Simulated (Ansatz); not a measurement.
Consider the atomization: `C=[C](N)[GaH2]` → 2 C• + Ga• + 6 H• + N•.

Program: Ansatz. Geometries: PBE0-D4/def2-TZVP. ΔE: electronic, gas phase. CCSD(T)/CBS is the MP2 limit (def2-TZVPP, def2-QZVPP) plus CCSD(T) − MP2 in def2-TZVPP, frozen cores. This one scheme is used for every species, atoms too. For atomizations the MP2-based limit and the directly extrapolated one differ by several kJ/mol either way, and by 10 to 25 for some Ge, Se and Sn compounds, so smaller differences from it don't rank the levels. DFT in def2-TZVPP. B3LYP here is the variant with VWN-RPA as its local correlation; programs differ in this. HSE06 is defined as in plane-wave codes. No spin–orbit coupling; open shells (•) take unrestricted orbitals. Spin–orbit coupling would lower the free atoms: a little for C; clearly for Ga. For Ga outer-core shells are correlated without core-valence functions, so the limit isn't a true one: a few kJ/mol of doubt a bond, and 10 to 20 or more in all where bonds break to atoms. Scalar relativity is left out up to krypton. One conformer a species, not always the lowest.

`C=[C](N)[GaH2]`:

Z-matrix (Å, degrees):
```
C
C 1 1.345
H 1 1.089 2 122.5
H 1 1.082 2 120.7 3 -179.2
N 2 1.381 1 123.4 3 3.1
Ga 2 1.959 1 116.5 3 -179.4
H 5 1.005 2 117.5 1 -158.1
H 5 1.009 2 117.4 1 -17.2
H 6 1.565 2 118.1 1 -3.6
H 6 1.574 2 119.7 1 175.1
```

```tsv
level	ΔE (kJ/mol)	difference from CCSD(T)/CBS
LDA (SPW92)	3959.7	519.2
PBE-D4	3517.2	76.7
revPBE-D4	3431.4	-9.1
BLYP-D4	3441.8	1.3
B97M-V	3453.8	13.3
PBE0-D4	3451.6	11.1
B3LYP-D4	3444.7	4.2
r2SCANh-D4	3423.3	-17.2
r2SCAN0-D4	3391.7	-48.8
HSE06-D4	3453.9	13.4
BHLYP-D4	3340.7	-99.8
CAM-B3LYP-D4	3459.4	18.9
ωB97X-V	3451.1	10.6
ωB97M-V	3445.2	4.7
B2PLYP	3404.9	-35.6
PBE-QIDH	3419.7	-20.8
PBE	3497.9	57.4
revPBE	3372.3	-68.2
BLYP	3399.2	-41.3
r2SCAN	3441.1	0.6
PBE0	3435.4	-5.1
B3LYP	3413.4	-27.1
r2SCAN0	3386.3	-54.2
HSE06	3438.8	-1.7
BHLYP	3316.4	-124.1
LC-ωPBE	3437.5	-3.0
HF/def2-SVP	2461.1	-979.4
MP2/def2-SVP	3278.0	-162.5
CCSD/def2-SVP	3213.1	-227.4
CCSD(T)/def2-SVP	3252.8	-187.7
HF/def2-TZVPP	2430.0	-1010.5
MP2/def2-TZVPP	3394.7	-45.8
SCS-MP2/def2-TZVPP	3390.2	-50.3
CCSD/def2-TZVPP	3300.9	-139.6
CCSD(T)/def2-TZVPP	3356.1	-84.4
HF/def2-QZVPP	2434.8	-1005.7
MP2/def2-QZVPP	3444.8	4.3
SCS-MP2/def2-QZVPP	3449.2	8.7
MP2/CBS(def2)	3479.1	38.6
CCSD/CBS(def2)	3385.3	-55.2
CCSD(T)/CBS	3440.5	0
```

Largest T1 diagnostic among the species: 0.013.

From r2SCAN to r2SCAN0 (25 % exact exchange), in def2-TZVPP and without D4, ΔE moves by −54.7 kJ/mol: exact exchange takes away binding that semilocal exchange gives to molecules. Leaving LDA and LC-ωPBE aside and taking each functional with its dispersion term where it has one, the values spread over 176.5 kJ/mol, from BHLYP-D4 to PBE-D4. LDA lies +461.8 kJ/mol from PBE without D4, its usual overbinding. The D4 term adds +31.2 kJ/mol with B3LYP and +16.2 kJ/mol with PBE0; it sums over pairs of atoms, weighted by their polarisabilities, and B3LYP, whose exchange is more repulsive, gets the larger term.
